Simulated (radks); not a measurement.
Charge is removed step by step from the 3p down level of the cobalt ion Co+, starting from [Ne] 3s2 3p(up 3, down 3) 3d8. All-electron calculation, scalar-relativistic Kohn-Sham, SCAN, spin-polarised, spherical densities, finite nucleus; open shells are filled with parallel spins first; meta-GGA in the generalised Kohn-Sham scheme; Fermi nuclear charge, rms radius 3.7875 fm. Program: a radial shooting solver on a logarithmic mesh with Libxc functionals.

| removed (e) | E - E(0) (eV) | eigenvalue (eV) | E minus straight line (eV) |
|---|---|---|---|
| 0 | 0.000 | -69.571 | 0.000 |
| 0.25 | 17.824 | -73.119 | -1.436 |
| 0.5 | 36.570 | -76.918 | -1.950 |
| 0.75 | 56.295 | -80.923 | -1.485 |
| 1 | 77.041 | -85.095 | 0.000 |

Removing the whole electron costs 77.041 eV by Delta-SCF, against 69.571 eV from minus the eigenvalue at the starting occupation. Slater's transition state (half an electron removed) gives 76.918 eV. Integrating minus the eigenvalue over the occupation (Janak's theorem) gives 77.056 eV. In this scalar-relativistic scheme the density is built from large components alone, so the theorem holds only approximately. The mean slope of the eigenvalue, de/dn, is 15.5 eV per electron.
